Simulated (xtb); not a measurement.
C3H9O2 (SMILES CC([OH2+])CO), charge +1, singlet, from a rough starting geometry; GFN2-xTB (xtb).

xtb was given this input:
```
$ xtb mol.xyz --gfn 2 --chrg 1 --opt vtight --json

# file mol.xyz
14

C      0.84539349    -1.13210041     0.96355608
C      0.46936382    -0.22252244    -0.15014529
O      0.83213523     1.22549777     0.13740077
C     -1.12057866    -0.05901094    -0.34931079
O     -1.23968476     1.15583265    -1.07138374
H      0.43406884    -0.71206919     1.92688573
H      1.93592649    -1.14162605     1.07824081
H      0.49585489    -2.09693538     0.77536210
H      0.89447712    -0.51609722    -1.14777551
H      1.70660740     1.39325277    -0.29502103
H      0.05243095     1.66750249    -0.34248085
H     -1.58730294     0.00318575     0.60991968
H     -1.56561455    -0.96222179    -0.98863574
H     -2.17194124     1.37755343    -1.17844059
```

It wrote (shortened):

```
   ID    Z sym.   atoms
    1    6 C      1, 2, 4
    2    8 O      3, 5
    3    1 H      6-14

           -------------------------------------------------
          |                Calculation Setup                |
           -------------------------------------------------

           -------------------------------------------------
          |                 G F N 2 - x T B                 |
           -------------------------------------------------

          ...................................................
          :                      SETUP                      :
          :.................................................:
          :  # basis functions                  29          :
          :  # atomic orbitals                  29          :
          :  # shells                           19          :
          :  # electrons                        32          :
          :  max. iterations                   250          :
          :  Hamiltonian                  GFN2-xTB          :
          :  restarted?                      false          :
          :  GBSA solvation                  false          :
          :  PC potential                    false          :
          :  electronic temp.          300.0000000     K    :
          :  accuracy                    1.0000000          :
          :  -> integral cutoff          0.2500000E+02      :
          :  -> integral neglect         0.1000000E-07      :
          :  -> SCF convergence          0.1000000E-05 Eh   :
          :  -> wf. convergence          0.1000000E-03 e    :
          :  Broyden damping             0.4000000          :
          :  net charge                          1          :
          :  unpaired electrons                  0          :
          ...................................................

 iter      E             dE          RMSdq      gap      omega  full diag
   1    -18.8099073 -0.188099E+02  0.371E+00    9.42       0.0  T
   2    -18.8271444 -0.172371E-01  0.234E+00    8.51       1.0  T
   3    -18.8283485 -0.120404E-02  0.698E-01    8.39       1.0  T
   4    -18.8295625 -0.121402E-02  0.197E-01    8.22       1.0  T
   5    -18.8296958 -0.133283E-03  0.816E-02    8.34       1.0  T
   6    -18.8297045 -0.876424E-05  0.269E-02    8.35       1.0  T
   7    -18.8297057 -0.118403E-05  0.694E-03    8.35       3.9  T
   8    -18.8297058 -0.305014E-07  0.237E-03    8.35      11.3  T
   9    -18.8297058 -0.114927E-07  0.480E-04    8.35      55.7  T
  10    -18.8297058 -0.106613E-09  0.200E-04    8.35     133.4  T

   *** convergence criteria satisfied after 10 iterations ***

         :::::::::::::::::::::::::::::::::::::::::::::::::::::
         ::                     SUMMARY                     ::
         :::::::::::::::::::::::::::::::::::::::::::::::::::::
         :: total energy             -18.662453798920 Eh    ::
         :: gradient norm              0.112767882336 Eh/a0 ::
         :: HOMO-LUMO gap              8.352000946107 eV    ::
         ::.................................................::
         :: SCC energy               -18.829697365840 Eh    ::
         :: -> isotropic ES            0.123373830549 Eh    ::
         :: -> anisotropic ES         -0.006873618589 Eh    ::
         :: -> anisotropic XC          0.005675540518 Eh    ::
         :: -> dispersion             -0.005499358565 Eh    ::
         :: repulsion energy           0.167243566921 Eh    ::
         :: add. restraining           0.000000000000 Eh    ::
         :: total charge               1.000000000000 e     ::
         :::::::::::::::::::::::::::::::::::::::::::::::::::::

      -----------------------------------------------------------
     |                   =====================                   |
     |                        A N C O P T                        |
     |                   =====================                   |
     |               Approximate Normal Coordinate               |
     |                Rational Function Optimizer                |
      -----------------------------------------------------------
      -----------------------------------------------------------
     |                   =====================                   |
     |                        A N C O P T                        |
     |                   =====================                   |
     |               Approximate Normal Coordinate               |
     |                Rational Function Optimizer                |
      -----------------------------------------------------------

          ...................................................
          :                      SETUP                      :
          :.................................................:
          :   optimization level         verytight          :
          :   max. optcycles                   280          :
          :   ANC micro-cycles                  20          :
          :   degrees of freedom                36          :
          :.................................................:
          :   RF solver                   davidson          :
          :   write xtbopt.log                true          :
          :   linear?                        false          :
          :   energy convergence         0.1000000E-06 Eh   :
          :   grad. convergence          0.2000000E-03 Eh/α :
          :   maxmium RF displ.          1.0000000          :
          :   Hlow (freq-cutoff)         0.1000000E-01      :
          :   Hmax (freq-cutoff)         5.0000000          :
          :   S6 in model hess.         20.0000000          :
          ...................................................

generating ANC from exact Hessian ...
Using Lindh-Hessian (1995)
 Shifting diagonal of input Hessian by    3.7913263101580262E-003
 Lowest  eigenvalues of input Hessian
    0.000000    0.000000    0.000000    0.000000    0.000000    0.000000
[...]
 * total energy  :   -18.6738247 Eh     change       -0.1137087E-01 Eh
 * total energy  :   -18.6751506 Eh     change       -0.1325902E-02 Eh
 * total energy  :   -18.6752943 Eh     change       -0.1437189E-03 Eh
 * total energy  :   -18.6753151 Eh     change       -0.2076640E-04 Eh
 * total energy  :   -18.6753246 Eh     change       -0.9549161E-05 Eh
 * total energy  :   -18.6753298 Eh     change       -0.5217341E-05 Eh
 * total energy  :   -18.6753337 Eh     change       -0.3874742E-05 Eh
 * total energy  :   -18.6753398 Eh     change       -0.6111287E-05 Eh
 * total energy  :   -18.6753413 Eh     change       -0.1474731E-05 Eh
 * total energy  :   -18.6753418 Eh     change       -0.5641070E-06 Eh
 * total energy  :   -18.6753421 Eh     change       -0.2609828E-06 Eh
 * total energy  :   -18.6753422 Eh     change       -0.9697508E-07 Eh
   *** GEOMETRY OPTIMIZATION CONVERGED AFTER 13 ITERATIONS ***
         :: total energy             -18.675342204643 Eh    ::
[...]
         :: repulsion energy           0.178842081383 Eh    ::
         :: add. restraining           0.000000000000 Eh    ::
         :: total charge               1.000000000000 e     ::
         :::::::::::::::::::::::::::::::::::::::::::::::::::::

           -------------------------------------------------
          |                Property Printout                |
           -------------------------------------------------

    * Orbital Energies and Occupations

         #    Occupation            Energy/Eh            Energy/eV
      -------------------------------------------------------------
         1        2.0000           -0.9626090             -26.1939
       ...           ...                  ...                  ...
         4        2.0000           -0.8474498             -23.0603
         5        2.0000           -0.8177599             -22.2524
         6        2.0000           -0.8013346             -21.8054
         7        2.0000           -0.7882428             -21.4492
         8        2.0000           -0.7537064             -20.5094
         9        2.0000           -0.7383579             -20.0917
        10        2.0000           -0.7221642             -19.6511
        11        2.0000           -0.7022990             -19.1105
        12        2.0000           -0.6721345             -18.2897
        13        2.0000           -0.6573082             -17.8863
        14        2.0000           -0.6378699             -17.3573
        15        2.0000           -0.6258927             -17.0314
        16        2.0000           -0.6126780             -16.6718 (HOMO)
        17                         -0.2869054              -7.8071 (LUMO)
        18                         -0.1733268              -4.7165
        19                         -0.1523239              -4.1449
        20                         -0.1227149              -3.3392
        21                         -0.0739048              -2.0111
        22                         -0.0494854              -1.3466
        23                         -0.0216692              -0.5896
        24                          0.0097824               0.2662
        25                          0.0247548               0.6736
        26                          0.0563672               1.5338
        27                          0.0685271               1.8647
       ...                                ...                  ...
        29                          0.1116932               3.0393
      -------------------------------------------------------------
                  HL-Gap            0.3257726 Eh            8.8647 eV
             Fermi-level           -0.4497917 Eh          -12.2395 eV

     #   Z          covCN         q      C6AA      α(0)
     1   6 C        3.753    -0.148    23.423     6.901
     2   6 C        3.714     0.081    19.350     6.285
     3   8 O        2.429    -0.258    18.245     5.769
     4   6 C        3.673     0.040    20.123     6.429
     5   8 O        1.661    -0.427    21.384     6.243
     6   1 H        0.925     0.096     1.826     2.113
     7   1 H        0.925     0.093     1.846     2.125
     8   1 H        0.925     0.101     1.773     2.082
     9   1 H        0.924     0.097     1.810     2.104
    10   1 H        0.804     0.384     0.515     1.127
    11   1 H        0.793     0.425     0.443     1.046
    12   1 H        0.924     0.083     1.945     2.181
    13   1 H        0.924     0.092     1.857     2.131
    14   1 H        0.805     0.340     0.613     1.229

 Mol. C6AA /au·bohr⁶  :       1078.503998
 Mol. C8AA /au·bohr⁸  :      22280.989338
 Mol. α(0) /au        :         47.764783

Wiberg/Mayer (AO) data.
largest (>0.10) Wiberg bond orders for each atom

 ---------------------------------------------------------------------------
     #   Z sym  total        # sym  WBO       # sym  WBO       # sym  WBO
 ---------------------------------------------------------------------------
     1   6 C    3.968 --     2 C    1.021     6 H    0.975     7 H    0.975
                             8 H    0.965
     2   6 C    3.857 --     1 C    1.021     4 C    0.991     9 H    0.962
                             3 O    0.852
     3   8 O    2.469 --     2 C    0.852    10 H    0.840    11 H    0.686
     4   6 C    3.935 --     2 C    0.991     5 O    0.985    12 H    0.966
                            13 H    0.965
     5   8 O    2.056 --     4 C    0.985    14 H    0.864    11 H    0.123
     6   1 H    0.991 --     1 C    0.975
     7   1 H    0.991 --     1 C    0.975
     8   1 H    0.990 --     1 C    0.965
     9   1 H    0.991 --     2 C    0.962
    10   1 H    0.852 --     3 O    0.840
    11   1 H    0.819 --     3 O    0.686     5 O    0.123
    12   1 H    0.993 --     4 C    0.966
    13   1 H    0.991 --     4 C    0.965
    14   1 H    0.884 --     5 O    0.864
 ---------------------------------------------------------------------------

Topologies differ in total number of bonds
Writing topology from bond orders to xtbtopo.mol

molecular dipole:
                 x           y           z       tot (Debye)
 q only:        0.395       1.013      -0.360
   full:        0.276       1.149      -0.564       3.329
molecular quadrupole (traceless):
                xx          xy          yy          xz          yz          zz
 q only:        4.554       0.941       1.889       0.992      -3.155      -6.443
  q+dip:        7.088       0.862      -0.260       0.149      -2.394      -6.828
   full:        6.888       0.892       0.612       0.470      -2.989      -7.499

optimized geometry written to: xtbopt.xyz

           -------------------------------------------------
          | TOTAL ENERGY              -18.675342204643 Eh   |
          | GRADIENT NORM               0.000094316714 Eh/α |
          | HOMO-LUMO GAP               8.864724369726 eV   |
           -------------------------------------------------

normal termination of xtb
```
